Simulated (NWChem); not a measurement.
System: C2H6GaN; SMILES C=[CH][GaH][NH2]

The following NWChem deck was run.

```
start job
memory heap 200 mb stack 900 mb global 1100 mb
geometry units angstroms noautosym nocenter noautoz
  Ga    -0.452308    -0.487892     0.000628
  H     -1.747736    -1.363803     0.007417
  C     -0.405933     1.465738    -0.004331
  C      0.725974     2.182422     0.002557
  H     -1.351229     2.024654    -0.012148
  H      0.728650     3.280062     0.000347
  H      1.717122     1.712611     0.011097
  N      1.128751    -1.376799    -0.002011
  H      1.200180    -2.386713     0.001020
  H      2.044378    -0.944608    -0.009149
end
basis spherical
  * library def2-svpd
end
dft
  xc xcamb88 1.00 lyp 0.81 vwn_5 0.19 hfexch 1.00
  cam 0.33 cam_alpha 0.19 cam_beta 0.46
  iterations 150
end
property
  response 1 0.0
end
task dft property
```

NWChem printed, in part:

```
             Northwest Computational Chemistry Package (NWChem) 7.3.0
             --------------------------------------------------------

                             Geometry "geometry" -> ""
                             -------------------------

 Output coordinates in angstroms (scale by  1.889725989 to convert to a.u.)

  No.       Tag          Charge          X              Y              Z
 ---- ---------------- ---------- -------------- -------------- --------------
    1 Ga                  31.0000    -0.45230800    -0.48789200     0.00062800
    2 H                    1.0000    -1.74773600    -1.36380300     0.00741700
    3 C                    6.0000    -0.40593300     1.46573800    -0.00433100
    4 C                    6.0000     0.72597400     2.18242200     0.00255700
    5 H                    1.0000    -1.35122900     2.02465400    -0.01214800
    6 H                    1.0000     0.72865000     3.28006200     0.00034700
    7 H                    1.0000     1.71712200     1.71261100     0.01109700
    8 N                    7.0000     1.12875100    -1.37679900    -0.00201100
    9 H                    1.0000     1.20018000    -2.38671300     0.00102000
   10 H                    1.0000     2.04437800    -0.94460800    -0.00914900

 Effective nuclear repulsion energy (a.u.)     245.9005311225

                              NWChem Property Module
                              ----------------------

                                 NWChem DFT Module
                                 -----------------

 Summary of "ao basis" -> "ao basis" (spherical)
 ------------------------------------------------------------------------------
       Tag                 Description            Shells   Functions and Types
 ---------------- ------------------------------  ------  ---------------------
 Ga                        def2-svpd                14       38   6s4p4d
 H                         def2-svpd                 4        8   2s2p
 C                         def2-svpd                 8       20   4s2p2d
 N                         def2-svpd                 8       20   4s2p2d

            General Information
            -------------------
          SCF calculation type: DFT
          Wavefunction type:  closed shell.
          No. of atoms     :    10
          No. of electrons :    56
           Alpha electrons :    28
            Beta electrons :    28
          Charge           :     0
          Spin multiplicity:     1
          Use of symmetry is: off; symmetry adaption is: off
          Maximum number of iterations: 150
          AO basis - number of functions:   146
                     number of shells:    62
          Convergence on energy requested:  1.00D-06
          Convergence on density requested:  1.00D-05
          Convergence on gradient requested:  5.00D-04

              XC Information
              --------------
                     Hartree-Fock (Exact) Exchange  1.000
                   CAM-Becke88 Exchange Functional  1.000
                      VWN V Correlation Functional  0.190 local
              Lee-Yang-Parr Correlation Functional  0.810

           Range-Separation Parameters
           ---------------------------
           Alpha           :  0.19
           Beta            :  0.46
           Gamma           :  0.33
           Short-Range HF  :     F

             Grid Information
             ----------------
          Grid used for XC integration:  medium
          Radial quadrature: Mura-Knowles
          Angular quadrature: Lebedev.
          Tag              B.-S. Rad. Rad. Pts. Rad. Cut. Ang. Pts.
          ---              ---------- --------- --------- ---------
          Ga                  1.30      112          11.0       590
          H                   0.35       45          13.0       434
          C                   0.70       49          12.0       434
          N                   0.65       49          12.0       434
          Grid pruning is: on
          Number of quadrature shells:   529
          Spatial weights used:  Erf1

      Superposition of Atomic Density Guess
      -------------------------------------

 Sum of atomic energies:       -2055.46632563

      Non-variational initial energy
      ------------------------------

 Total energy =   -2057.341153
 1-e energy   =   -3351.032426
 2-e energy   =    1047.790742
 HOMO         =      -0.322149
 LUMO         =      -0.038599

   convergence    iter        energy       DeltaE   RMS-Dens  Diis-err
 ---------------- ----- ----------------- --------- --------- ---------
 d= 0,ls=0.0,diis     1  -2059.0615166142 -2.30D+03  1.47D-02  5.17D-01
 d= 0,ls=0.0,diis     2  -2059.0802791416 -1.88D-02  3.62D-03  4.19D-01
 d= 0,ls=0.0,diis     3  -2059.1223824496 -4.21D-02  1.02D-03  2.84D-02
 d= 0,ls=0.0,diis     4  -2059.1255419163 -3.16D-03  3.15D-04  1.62D-03
 d= 0,ls=0.0,diis     5  -2059.1256688085 -1.27D-04  1.33D-04  1.34D-04
  Resetting Diis
 d= 0,ls=0.0,diis     6  -2059.1256791952 -1.04D-05  2.80D-05  8.57D-06
 d= 0,ls=0.0,diis     7  -2059.1256802932 -1.10D-06  1.41D-05  1.06D-06
 d= 0,ls=0.0,diis     8  -2059.1256802829  1.03D-08  6.01D-06  1.22D-06

         Total DFT energy =    -2059.125680282892
      One electron energy =    -3353.826274078535
           Coulomb energy =     1143.828329621733
    Exchange-Corr. energy =      -95.028266948586
 Nuclear repulsion energy =      245.900531122496

 Numeric. integr. density =       56.000000911712

                       DFT Final Molecular Orbital Analysis
                       ------------------------------------

 Vector   26  Occ=2.000000D+00  E=-3.482088D-01
              MO Center=  2.6D-01,  1.2D+00, -3.9D-03, r^2= 3.0D+00
   Bfn.  Coefficient  Atom+Function         Bfn.  Coefficient  Atom+Function
  ----- ------------  ---------------      ----- ------------  ---------------
    53      0.362896   3 C  pz               73      0.359578   4 C  pz
    56      0.222594   3 C  pz              117     -0.211627   8 N  pz
    76      0.184512   4 C  pz              120      0.146713   8 N  pz
    15      0.107036   1 Ga pz               18      0.092757   1 Ga pz
    12     -0.064350   1 Ga pz              102      0.029165   6 H  pz

 Vector   27  Occ=2.000000D+00  E=-3.460741D-01
              MO Center= -5.1D-01,  5.3D-01,  2.7D-03, r^2= 3.9D+00
   Bfn.  Coefficient  Atom+Function         Bfn.  Coefficient  Atom+Function
  ----- ------------  ---------------      ----- ------------  ---------------
    52      0.369744   3 C  py               14     -0.297961   1 Ga py
    39      0.252203   2 H  s                50      0.228301   3 C  s
    95     -0.182108   6 H  s                72     -0.173851   4 C  py
    87      0.168285   5 H  s                17     -0.167295   1 Ga py
    11      0.156280   1 Ga py               40      0.154677   2 H  s

 Vector   28  Occ=2.000000D+00  E=-3.176810D-01
              MO Center=  9.1D-01, -7.7D-01, -1.4D-03, r^2= 2.9D+00
   Bfn.  Coefficient  Atom+Function         Bfn.  Coefficient  Atom+Function
  ----- ------------  ---------------      ----- ------------  ---------------
   117      0.513601   8 N  pz              120     -0.365425   8 N  pz
    73      0.189524   4 C  pz               53      0.167641   3 C  pz
    56      0.113323   3 C  pz               15     -0.093490   1 Ga pz
    76      0.090910   4 C  pz               18     -0.079547   1 Ga pz
   146     -0.058576  10 H  pz               22     -0.057365   1 Ga d  1

 Vector   29  Occ=0.000000D+00  E=-5.714638D-03
              MO Center= -3.1D-01,  4.5D-01, -2.8D-03, r^2= 5.1D+00
   Bfn.  Coefficient  Atom+Function         Bfn.  Coefficient  Atom+Function
  ----- ------------  ---------------      ----- ------------  ---------------
    18      0.535634   1 Ga pz               73     -0.304289   4 C  pz
    15      0.296597   1 Ga pz               76     -0.234774   4 C  pz
    37      0.167619   1 Ga d  1             53      0.165434   3 C  pz
    12     -0.159768   1 Ga pz              117      0.154161   8 N  pz
    56      0.138029   3 C  pz              120     -0.128854   8 N  pz

 Vector   30  Occ=0.000000D+00  E= 2.795464D-02
              MO Center=  5.3D-01, -8.9D-01,  3.1D-03, r^2= 1.3D+01
   Bfn.  Coefficient  Atom+Function         Bfn.  Coefficient  Atom+Function
  ----- ------------  ---------------      ----- ------------  ---------------
     6      2.729430   1 Ga s                 5     -2.239987   1 Ga s
   114      1.843520   8 N  s                50     -1.589428   3 C  s
    70      1.017261   4 C  s                96     -1.021033   6 H  s
   140     -0.841389  10 H  s                88      0.766499   5 H  s
   132     -0.725579   9 H  s                17      0.500201   1 Ga py

[...]

 DFT Linear Response polarizability / au
 Frequency  =       0.0000000 / au
              X              Y              Z
 -----------------------------------------------
 X      67.6086004      5.3620186      0.0355723
 Y       5.3620201     74.0435324      0.0059503
 Z       0.0355858      0.0059380     45.6835786
 -----------------------------------------------
 Eigenvalues =      64.5728423     77.0793485     45.6835206
 Isotropic   =      62.4452371
 Anisotropic =      27.3762414
 -----------------------------------------------

 Magnetic Dipole Response Matrix (nonzero elements):

 Exiting AOResponse driver routine
```

Level: CAM-B3LYP/def2-SVPD. All runs use the structure optimised with PBE0/def2-SVP.
